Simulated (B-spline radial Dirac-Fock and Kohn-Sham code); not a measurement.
**Eu¹¹⁺: M4-N45N45 lines in intermediate coupling**

System: the Eu¹¹⁺ ion, configuration [Kr] 4d10 4f4 5s2.

Level of theory: Dirac-Fock (average of configuration) total-energy differences with a finite nucleus, the Breit interaction including its frequency dependence, and self-energy and vacuum-polarisation corrections; an atomic code on a B-spline grid. The two-hole levels come from diagonalising the Coulomb interaction among the jj configurations; intensities are independent-particle Coulomb rates. Kinetic energies are from the vacuum level. The model has no electron correlation. Open outer shells are spectators and are not coupled to the holes.

| kinetic energy (eV) | J | leading jj holes (weight) | leading LS term (weight) |
| --- | --- | --- | --- |
| 643.1 | 0 | N4N4 (0.86) | ¹S0 (0.77) |
| 650.9 | 2 | N4N4 (0.90) | ¹D2 (0.47) |
| 653.5 | 4 | N4N5 (0.95) | ¹G4 (0.94) |
| 654.3 | 1 | N4N5 (1.00) | ³P1 (1.00) |
| 655.8 | 2 | N4N5 (0.88) | ³P2 (0.52) |
| 656.2 | 0 | N5N5 (0.86) | ³P0 (0.77) |
| 658.2 | 3 | N4N5 (1.00) | ³F3 (1.00) |
| 660.6 | 2 | N5N5 (0.97) | ¹D2 (0.50) |
| 663.2 | 4 | N5N5 (0.95) | ³F4 (0.94) |

The intensity is shared as follows: 653.5 eV 28.9 %, 650.9 eV 25.2 %, 658.2 eV 14.7 %, 655.8 eV 12.8 %, 654.3 eV 8.9 %, 643.1 eV 7.6 %, 660.6 eV 0.7 %, 663.2 eV 0.7 %, 656.2 eV 0.5 %.

The strongest line, by its leading LS label ¹G4, lies at 653.5 eV. The mean weight of the leading component is 0.93 in jj and 0.77 in LS coupling, so jj labels describe these levels better.

Values without a named source are computed, but for edge energies of neutral atoms, which are taken from tables.
